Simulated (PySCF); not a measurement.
Exact mass, isotope pattern and composition

Species: `C1[C@@H](S)[C@H](SC)C1`.

All values are calculated from tables of isotopes.

(1) What are the average molar mass and the monoisotopic mass?

(2) What cluster does the molecular ion M+• show when like nominal masses merge?

(3) What share of all molecules is the monoisotopic species?

(4) What resolving power m/Δm just matches the spacing of the species with one 33S and with one 13C?

(5) Elemental analysis, calculated?

(6) Count the protons, neutrons and electrons of the monoisotopic species, and give its exact less its nominal mass.

(7) Double-bond equivalents and nitrogen rule?

## Answers

(1) For C5H10S2, with standard atomic weights, 5 × 12.011 + 2 × 32.060 + 10 × 1.008 = 134.255 g/mol. From the most abundant isotopes (12C, 32S, 1H), 5 × 12.000000 + 2 × 31.972071 + 10 × 1.007825 = 134.0224 u.

(2) 
```tsv
nominal mass	m/z (centroid)	relative intensity
134	134.0218	100.0
135	135.0244	7.1
136	136.0179	9.3
137	137.0206	0.6
138	138.0146	0.3
```

Cut off at 0.1 %. One electron mass, 0.00055 u, is taken off.

(3) 0.9893^5 × 0.9493^2 × 0.999885^10 = 85.30 %.

(4) They lie 0.00397 u apart at mass 135.02, so m/Δm is about 34000.

(5) C 44.73 %, S 47.76 %, H 7.51 %.

(6) 72 protons, 62 neutrons and 72 electrons; 134.0224 − 134 = +0.0224 u.

(7) (2 × 5 + 2 + 0 − 10)/2 = 1; the structure has 1 ring and 0 π bonds. The nominal mass 134 is even, with 0 nitrogens, as the rule says.
